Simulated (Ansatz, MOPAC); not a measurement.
Species: H7SiN3O (charge 0, singlet). SMILES: [Si](N)(N)(N)O

Atoms: N1, Si2, N3, N4, O5, H6, H7, H8, H9, H10, H11, H12. Bonds: N1-Si2, N1-H6, N1-H7, Si2-N3, Si2-N4, Si2-O5, N3-H8, N3-H9, N4-H10, N4-H11, O5-H12.

Bond lengths (Å) and angles (degrees) optimised at AM1 with MOPAC; MNDO with MOPAC; HF/STO-3G with Ansatz (an electronic-structure program); PBE/6-31G* with Ansatz; B3LYP/LANL2DZ with Ansatz; MP2/6-31G* with Ansatz, each started from the B3LYP-D3(BJ)/def2-TZVP structure (Ansatz) of the last column. A row stands for all coordinates that are equal there; 13 of 24 kinds are shown. 6-31G* holds six Cartesian d functions. No wavenumbers were computed at MNDO, HF/STO-3G, PBE/6-31G*, B3LYP/LANL2DZ, MP2/6-31G*, so these may be saddle points.

```json
[
 {"coordinate": "N1-Si2", "AM1": "1.694", "MNDO": "1.712", "HF/STO-3G": "1.710", "PBE/6-31G*": "1.735", "B3LYP/LANL2DZ": "1.727", "MP2/6-31G*": "1.719", "B3LYP-D3(BJ)/def2-TZVP": "1.709"},
 {"coordinate": "N1-H6", "AM1": "0.984", "MNDO": "0.987", "HF/STO-3G": "1.016", "PBE/6-31G*": "1.019", "B3LYP/LANL2DZ": "1.011", "MP2/6-31G*": "1.011", "B3LYP-D3(BJ)/def2-TZVP": "1.006"},
 {"coordinate": "Si2-N3", "AM1": "1.700", "MNDO": "1.720", "HF/STO-3G": "1.718", "PBE/6-31G*": "1.734", "B3LYP/LANL2DZ": "1.730", "MP2/6-31G*": "1.721", "B3LYP-D3(BJ)/def2-TZVP": "1.710"},
 {"coordinate": "Si2-N4", "AM1": "1.696", "MNDO": "1.722", "HF/STO-3G": "1.724", "PBE/6-31G*": "1.751", "B3LYP/LANL2DZ": "1.739", "MP2/6-31G*": "1.737", "B3LYP-D3(BJ)/def2-TZVP": "1.724"},
 {"coordinate": "Si2-O5", "AM1": "1.780", "MNDO": "1.660", "HF/STO-3G": "1.663", "PBE/6-31G*": "1.684", "B3LYP/LANL2DZ": "1.706", "MP2/6-31G*": "1.675", "B3LYP-D3(BJ)/def2-TZVP": "1.656"},
 {"coordinate": "N3-H8", "AM1": "0.984", "MNDO": "0.989", "HF/STO-3G": "1.019", "PBE/6-31G*": "1.020", "B3LYP/LANL2DZ": "1.012", "MP2/6-31G*": "1.012", "B3LYP-D3(BJ)/def2-TZVP": "1.007"},
 {"coordinate": "N4-H10", "AM1": "0.984", "MNDO": "0.989", "HF/STO-3G": "1.019", "PBE/6-31G*": "1.022", "B3LYP/LANL2DZ": "1.012", "MP2/6-31G*": "1.014", "B3LYP-D3(BJ)/def2-TZVP": "1.008"},
 {"coordinate": "O5-H12", "AM1": "0.947", "MNDO": "0.930", "HF/STO-3G": "0.983", "PBE/6-31G*": "0.976", "B3LYP/LANL2DZ": "0.969", "MP2/6-31G*": "0.970", "B3LYP-D3(BJ)/def2-TZVP": "0.960"},
 {"coordinate": "N1-Si2-N3", "AM1": "111.7", "MNDO": "111.6", "HF/STO-3G": "106.9", "PBE/6-31G*": "104.0", "B3LYP/LANL2DZ": "107.5", "MP2/6-31G*": "104.5", "B3LYP-D3(BJ)/def2-TZVP": "105.6"},
 {"coordinate": "N1-Si2-N4", "AM1": "113.1", "MNDO": "110.4", "HF/STO-3G": "118.5", "PBE/6-31G*": "125.3", "B3LYP/LANL2DZ": "122.2", "MP2/6-31G*": "124.8", "B3LYP-D3(BJ)/def2-TZVP": "123.0"},
 {"coordinate": "N1-Si2-O5", "AM1": "105.6", "MNDO": "108.2", "HF/STO-3G": "103.9", "PBE/6-31G*": "100.9", "B3LYP/LANL2DZ": "99.3", "MP2/6-31G*": "100.8", "B3LYP-D3(BJ)/def2-TZVP": "101.0"},
 {"coordinate": "N3-Si2-N4", "AM1": "111.2", "MNDO": "109.7", "HF/STO-3G": "104.7", "PBE/6-31G*": "102.1", "B3LYP/LANL2DZ": "103.7", "MP2/6-31G*": "102.1", "B3LYP-D3(BJ)/def2-TZVP": "103.0"},
 {"coordinate": "N3-Si2-O5", "AM1": "108.0", "MNDO": "108.3", "HF/STO-3G": "116.5", "PBE/6-31G*": "122.0", "B3LYP/LANL2DZ": "120.1", "MP2/6-31G*": "122.1", "B3LYP-D3(BJ)/def2-TZVP": "120.5"}
]
```

Mean signed difference of all 11 bond lengths from B3LYP-D3(BJ)/def2-TZVP: AM1 -0.007 Å, MNDO -0.011 Å, HF/STO-3G 0.010 Å, PBE/6-31G* 0.018 Å, B3LYP/LANL2DZ 0.013 Å, MP2/6-31G* 0.009 Å.
